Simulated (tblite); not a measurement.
Species: C₇H₁₂O₂S.
Z-matrix (Å and degrees, GFN2-xTB geometry), rows numbered from 1:
```
C 
S   1  1.8180
O   2  1.4398  1  108.44
O   2  1.4388  1  108.16  3   128.22
C   2  1.7946  1  103.02  3  -116.00
C   5  1.3213  2  120.74  1  -177.26
C   6  1.4810  5  123.12  2     1.96
C   7  1.5391  6  118.08  5  -160.59
C   8  1.5353  7   89.77  6  -129.59
C   9  1.5346  8   89.50  7    12.11
H   1  1.0824  2  107.95  3   176.29
H   1  1.0823  2  108.55  3    54.80
H   1  1.0830  2  107.51  3   -64.63
H   5  1.0753  2  114.71  1     2.41
H   6  1.0854  5  120.20  2   178.78
H   7  1.0891  6  109.74  5   -29.31
H   8  1.0871  7  115.52  6   111.19
H   8  1.0890  7  112.58  6   -14.88
H   9  1.0881  8  115.94  7   130.96
H   9  1.0874  8  112.78  7  -102.43
H  10  1.0885  7  112.28  6    17.71
H  10  1.0859  7  114.70  6  -107.38
```

All values are computed: GFN2-xTB (tblite) harmonic vibrations without scaling, gas phase. Errors from tens to a few hundred cm⁻¹ against measured bands are possible. One conformer, not necessarily the lowest.

Harmonic wavenumbers (cm⁻¹): 35.3, 42.1, 75.8, 114.8, 144.8, 157.4, 199.7, 272.5, 290.6, 322.9, 402.7, 456.5, 489.6, 554.7, 648.0, 711.3, 716.8, 731.0, 810.7, 823.6, 853.5, 855.0, 901.0, 914.9, 992.0, 1032.2, 1037.3, 1062.3, 1082.7, 1108.0, 1127.6, 1178.0, 1185.2, 1214.4, 1217.6, 1238.6, 1242.2, 1250.4, 1259.4, 1265.4, 1271.9, 1336.5, 1424.3, 1438.4, 1471.4, 1472.8, 1492.4, 1678.2, 2994.5, 3004.7, 3006.3, 3013.7, 3019.8, 3022.1, 3029.6, 3042.9, 3062.3, 3080.2, 3085.8, 3106.9.

A = 2754, B = 651.4, C = 628.2 MHz; mass 160.056 u (most abundant isotopes); point group C1, symmetry number 1.

**Question.** What is the zero-point energy?

**Answer.** Half the sum of the wavenumbers: 39037 cm⁻¹ = 111.61 kcal/mol.

**Question.** What is S at 500 K and 1 bar for an ideal gas of classical rigid rotors and harmonic oscillators?

**Answer.** Translation 43.71, rotation 31.58, vibration 59.55: S = 134.8 cal/(mol K).

**Question.** And Cp and H(500 K) − H(0)?

**Answer.** Cp = 65.59 cal/(mol K), of which vibrations give 57.64 (their classical limit is 60 R = 119.2); H(500 K) − H(0) = 18.80 kcal/mol without the zero-point energy, 14.83 from vibrations.

**Question.** Which modes carry the vibrational entropy at 500 K?

**Answer.** 35.3 cm⁻¹: 6.53; 42.1 cm⁻¹: 6.18; 75.8 cm⁻¹: 5.02; 114.8 cm⁻¹: 4.20; 144.8 cm⁻¹: 3.74; 157.4 cm⁻¹: 3.58 cal/(mol K); the other 54 give 30.30 together.

**Question.** What must be added to the electronic energy to get the Gibbs energy at 500 K and 1 bar?

**Answer.** ZPE + [H(500 K) − H(0)] − T·S = 111.61 + 18.80 − 67.42 = 62.99 kcal/mol.

Hindered rotation and anharmonicity are outside this model. Other conformers, if any are populated, would add a mixing term that is left out. The structure is chiral; the term R ln 2 for an equal mix with its mirror image is left out.

Run on Arm Neoverse V2, one thread (shared host). This covers the Hessian and the dipole derivatives.
